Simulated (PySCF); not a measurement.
# Worked example: chemical shift, span and skew from a shielding tensor

B(CCH)(H)(OH) (C2H3BO), SMILES OBC#C. Atoms are numbered in the order given.

```xyz
7

B      0.5205     0.6713     0.0000
C      0.1146    -0.8046     0.0000
C     -0.1574    -1.9918     0.0000
H     -0.4050    -3.0375     0.0000
H      1.6913     0.9801     0.0000
O     -0.4431     1.6203     0.0000
H     -0.0871     2.5175     0.0000
```
Charge 0, spin multiplicity 1.

Geometry: B3LYP-D3(BJ)/def2-SVP. The values are those of a single conformer.

GIAO shieldings from PBE0/pcSseg-2 (PySCF), non-relativistic, no solvent. The symmetric part of the tensor of C3 has the principal values 1.7, 18.1, 211.0 ppm. The same nucleus in TMS has σ = 186.1 ppm at this level (PySCF, at its B3LYP-D3(BJ)/def2-TZVP geometry).

Problem. Work out the isotropic shielding, the ¹³C shift against TMS, the span and the skew.

Solution. 
σ(iso) = (σ11 + σ22 + σ33)/3 = 76.9 ppm. δ = σ(ref) − σ(iso) = 186.1 − (76.9) = 109.2 ppm.
Span Ω = σ33 − σ11 = 209.3 ppm. Skew κ = 3(σ(iso) − σ22)/Ω = 0.84. Tumbling in solution averages the tensor to δ; in a static solid the shielding alone would spread this spin-1/2 line over Ω.
